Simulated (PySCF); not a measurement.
A GIAO shielding run with PySCF 2.14.0 with density-fitted response routines (density fitting, non-relativistic, gas phase) on SMILES CCC[C@@H]1C[C@@]1([SiH3])C=O, C$_{7}$H$_{14}$OSi:

```
$ OMP_NUM_THREADS=1 python probes_run.py task.json out

{"job": {"kind": "nmr", "xc": "PBE0", "basis": "pcSseg-1"}, "charge": 0, "multiplicity": 1}
C     -2.563756     0.325386    -0.832773
C     -1.658169     1.021096     0.176422
C     -0.974067     0.049317     1.140592
C     -0.055648    -0.929006     0.451616
C      1.197871    -1.391476     1.088894
C      1.280633    -0.478191    -0.122942
Si     2.028948     1.263240    -0.042384
C      1.679513    -1.090781    -1.381803
O      2.340137    -0.503810    -2.205054
H     -3.297551    -0.297742    -0.324967
H     -1.985217    -0.299690    -1.508109
H     -3.096588     1.060783    -1.430939
H     -0.892730     1.590530    -0.354169
H     -2.250824     1.726924     0.762634
H     -1.738176    -0.520019     1.678403
H     -0.406276     0.621885     1.875499
H     -0.581817    -1.664805    -0.148730
H      1.503918    -2.421439     0.968820
H      1.485138    -0.957023     2.034725
H      3.481178     1.122526    -0.056709
H      1.622505     1.870013     1.231019
H      1.532406     2.062639    -1.156131
H      1.343818    -2.133372    -1.560895
```

Hardware: 1 thread of an Arm Neoverse V2, shared host. The job also computes population analyses, field gradients, ring-centre shieldings.

Q: How large is the calculation?

A: 78 electrons, 230 basis functions and 1211 auxiliary functions.

Q: How long does it take, and how much memory does it need?

A: 45 s of wall time, with 14 SCF cycles and 5 response iterations; peak memory 1.1 GiB. Times on a shared host scatter by some tens of per cent.
